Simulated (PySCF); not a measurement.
Isomers of C7H16O, one conformer each; single-point electronic energies without zero-point terms and without any empirical dispersion term.

Computed with PySCF at PBE0/pcSseg-1, non-relativistic, each on one gas-phase PBE0-D3(BJ)/def2-SVP geometry that isn't relaxed in the solvent. The solvent is an IEF-PCM continuum (Bondi radii, 1.10 Å for H, scaled by 1.2). The model holds no explicit solvent molecules, cavitation or dispersion.

| isomer | relative energy, gas (kcal/mol) | dipole (D) |
| --- | --- | --- |
| `CC(C)OC(C)(C)C` | 0.0 | 1.23 |
| `CCOCC(C)(C)C` | 3.4 | 1.15 |

Problem. How do the relative energies look in chloroform (ε = 4.711)?

Solution. 
| isomer | relative energy, solvent (kcal/mol) | E(solvent) − E(gas) (kcal/mol) | dipole in solvent (D) |
| --- | --- | --- | --- |
| `CC(C)OC(C)(C)C` | 0.0 | -2.1 | 1.63 |
| `CCOCC(C)(C)C` | 3.8 | -1.7 | 1.47 |

The order is unchanged. Conformers: `[CH3:1][CH:2]([CH3:3])[O:4][C:5]([CH3:6])([CH3:7])[CH3:8]` with C1–C2–O4–C5 119°; `[CH3:1][CH2:2][O:3][CH2:4][C:5]([CH3:6])([CH3:7])[CH3:8]` with C1–C2–O3–C4 74°, C2–O3–C4–C5 173°. `CC(C)OC(C)(C)C` gains most from the continuum, and it has the largest gas-phase dipole. The gains span 0.4 kcal/mol, the gas-phase energies 3.4 kcal/mol.
